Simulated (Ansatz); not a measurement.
Mulliken charges of `[NH2][Sn][Cl]` from r2SCAN/def2-TZVPP in Ansatz (PBE0-D4/def2-TZVP geometry).

| atom | x (Å) | y (Å) | z (Å) | charge (e) |
| --- | --- | --- | --- | --- |
| N1 | -0.544 | 0.346 | -0.406 | -0.589 |
| Sn2 | -0.284 | -1.050 | 1.008 | 0.689 |
| Cl3 | 2.094 | -0.849 | 0.963 | -0.443 |
| H4 | 0.222 | 0.835 | -0.845 | 0.180 |
| H5 | -1.439 | 0.644 | -0.762 | 0.163 |

By hand: the dipole of these point charges (1 e Å = 4.8032 D).

Σ q r = (-0.997, -0.296, 0.231) e Å, of length 1.065 e Å = 5.12 D.

How does the dipole of the full density compare? (Best estimate.)

Ansatz gave: (-0.639, 0.087, -0.129) e Å, 3.16 D; the point charges give 1.62 times that, at 34° from its direction.

Point charges leave out the atoms' own dipoles, such as those of lone pairs, and Mulliken's split depends on the basis, so the two needn't agree.
